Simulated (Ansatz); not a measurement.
```yaml
crystal:
  periodic: [false, false, false]
  atoms:
    - {symbol: C, position_ang: [-1.324312, -0.861392, -0.296246]}
    - {symbol: C, position_ang: [-0.062963, -1.214127, 0.480613]}
    - {symbol: In, position_ang: [1.386011, 0.382220, 0.534451]}
    - {symbol: N, position_ang: [0.780917, 2.019416, -0.476330]}
    - {symbol: H, position_ang: [-1.103714, -0.615749, -1.338454]}
    - {symbol: H, position_ang: [-1.837919, 0.002610, 0.133727]}
    - {symbol: H, position_ang: [-2.040003, -1.690467, -0.304945]}
    - {symbol: H, position_ang: [-0.300888, -1.480535, 1.514515]}
    - {symbol: H, position_ang: [0.428411, -2.092408, 0.051901]}
    - {symbol: H, position_ang: [2.935119, 0.533225, 1.259996]}
    - {symbol: H, position_ang: [1.315451, 2.867082, -0.566491]}
    - {symbol: H, position_ang: [-0.099111, 2.095024, -0.958736]}
basis:
  gaussian: {orbitals: def2-mTZVP}
magnetization: {spin_polarized: true, initial_magnetization: 2}
hamiltonian: {xc: {name: HF}}
correlation: {active_space: {window: {electrons: 2, orbitals: 1}}}
```

```sh
$ ansatz run in.yaml --threads 4 --pin off --events-out ev --progress --plain --max-ram 10444MiB
```

Question: How does Ansatz answer? (An estimate is asked.)

Answer: The calculation gave: The program refused the input.
```
Error: invalid value for `correlation.active_space`: it starts from restricted Hartree–Fock orbitals; set hamiltonian.xc: hf without magnetization.spin_polarized
```
